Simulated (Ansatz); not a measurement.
Geometry optimisation, RKS PBE0-D4/def2-SVP (Ansatz 0.2.0).

The input (input.yaml):

```yaml
crystal:
  periodic: [false, false, false]
  atoms:
    - { symbol: B, position_ang: [-0.090103, 0.699341, -0.544659] }
    - { symbol: Cl, position_ang: [-0.142715, -0.307819, 2.360469] }
    - { symbol: "N", position_ang: [1.187399, 0.135397, -0.732261] }
    - { symbol: H, position_ang: [1.305775, -0.836337, -0.983097] }
    - { symbol: H, position_ang: [2.039231, 0.579482, -0.420173] }
    - { symbol: "N", position_ang: [-1.293344, 0.016211, -0.808807] }
    - { symbol: H, position_ang: [-1.315017, -0.989693, -0.903963] }
    - { symbol: H, position_ang: [-2.206883, 0.425782, -0.68903] }
    - { symbol: S, position_ang: [-0.101646, 2.515904, -0.053977] }
    - { symbol: H, position_ang: [-1.431465, 2.612591, 0.166845] }
    - { symbol: H, position_ang: [0.030267, 0.968541, 2.019554] }
basis:
  gaussian: { orbitals: def2-SVP }
hamiltonian:
  xc: pbe0
  dispersion: d4
relax:
  f_tol: 0.03
  max_steps: 50
```

Launched with:

```bash
$ ansatz run input.yaml --threads 4 --pin off --max-ram 5120MiB --backend cpu --events-out ev --progress --plain --runs-dir out
```

**Question.** Where does it end, and by what steps?

**Answer.** The forces met the threshold. The force dipped under the threshold on the way, but the program's further checks kept it going. After 28 steps the energy has fallen by 0.221 eV; Cl2 moved furthest, 1.64 Å.

```json
{"step": "0", "energy less start (eV)": "0.0000", "largest force component (eV/Å)": "0.884", "accepted": "yes"}
{"step": "1", "energy less start (eV)": "-0.0722", "largest force component (eV/Å)": "1.060", "accepted": "yes"}
{"step": "2", "energy less start (eV)": "-0.1045", "largest force component (eV/Å)": "1.003", "accepted": "yes"}
{"step": "3", "energy less start (eV)": "-0.1503", "largest force component (eV/Å)": "0.380", "accepted": "yes"}
{"step": "4", "energy less start (eV)": "-0.1576", "largest force component (eV/Å)": "0.177", "accepted": "yes"}
{"step": "5", "energy less start (eV)": "-0.1639", "largest force component (eV/Å)": "0.190", "accepted": "yes"}
{"step": "6", "energy less start (eV)": "-0.1498", "largest force component (eV/Å)": "0.726", "accepted": "no"}
{"step": "7", "energy less start (eV)": "-0.1675", "largest force component (eV/Å)": "0.089", "accepted": "yes"}
{"step": "8", "energy less start (eV)": "-0.1681", "largest force component (eV/Å)": "0.075", "accepted": "yes"}
{"step": "9", "energy less start (eV)": "-0.1690", "largest force component (eV/Å)": "0.036", "accepted": "yes"}
{"step": "10", "energy less start (eV)": "-0.1694", "largest force component (eV/Å)": "0.018", "accepted": "yes"}
{"step": "11", "energy less start (eV)": "-0.1701", "largest force component (eV/Å)": "0.225", "accepted": "yes"}
{"step": "12", "energy less start (eV)": "-0.1722", "largest force component (eV/Å)": "0.090", "accepted": "yes"}
{"step": "13", "energy less start (eV)": "-0.1745", "largest force component (eV/Å)": "0.153", "accepted": "yes"}
{"step": "14", "energy less start (eV)": "-0.1789", "largest force component (eV/Å)": "0.046", "accepted": "yes"}
{"step": "15", "energy less start (eV)": "-0.1793", "largest force component (eV/Å)": "0.497", "accepted": "yes"}
{"step": "16", "energy less start (eV)": "-0.1873", "largest force component (eV/Å)": "0.301", "accepted": "yes"}
{"step": "17", "energy less start (eV)": "-0.1894", "largest force component (eV/Å)": "0.261", "accepted": "yes"}
{"step": "18", "energy less start (eV)": "-0.1941", "largest force component (eV/Å)": "0.407", "accepted": "yes"}
{"step": "19", "energy less start (eV)": "-0.2024", "largest force component (eV/Å)": "0.280", "accepted": "yes"}
{"step": "20", "energy less start (eV)": "-0.2080", "largest force component (eV/Å)": "0.204", "accepted": "yes"}
{"step": "21", "energy less start (eV)": "-0.2026", "largest force component (eV/Å)": "0.335", "accepted": "no"}
{"step": "22", "energy less start (eV)": "-0.2178", "largest force component (eV/Å)": "0.071", "accepted": "yes"}
{"step": "23", "energy less start (eV)": "-0.2183", "largest force component (eV/Å)": "0.055", "accepted": "yes"}
{"step": "24", "energy less start (eV)": "-0.2200", "largest force component (eV/Å)": "0.016", "accepted": "yes"}
{"step": "25", "energy less start (eV)": "-0.2201", "largest force component (eV/Å)": "0.111", "accepted": "yes"}
{"step": "26", "energy less start (eV)": "-0.2206", "largest force component (eV/Å)": "0.068", "accepted": "yes"}
{"step": "27", "energy less start (eV)": "-0.2203", "largest force component (eV/Å)": "0.104", "accepted": "no"}
{"step": "28", "energy less start (eV)": "-0.2210", "largest force component (eV/Å)": "0.024", "accepted": "yes"}
```

```xyz
11
Properties=species:S:1:pos:R:3
B 0.137 0.566 -0.559
Cl -1.533 0.392 2.872
N 1.275 0.177 -1.289
H 1.353 -0.712 -1.765
H 2.073 0.782 -1.414
N -1.083 -0.136 -0.528
H -1.221 -0.994 -1.046
H -1.740 -0.018 0.233
S 0.316 2.137 0.449
H -0.955 2.557 0.279
H -0.640 1.069 2.178
```

The run took 50 s on 4 threads of Arm Neoverse V1 (shared host), peak memory 0.25 GiB.
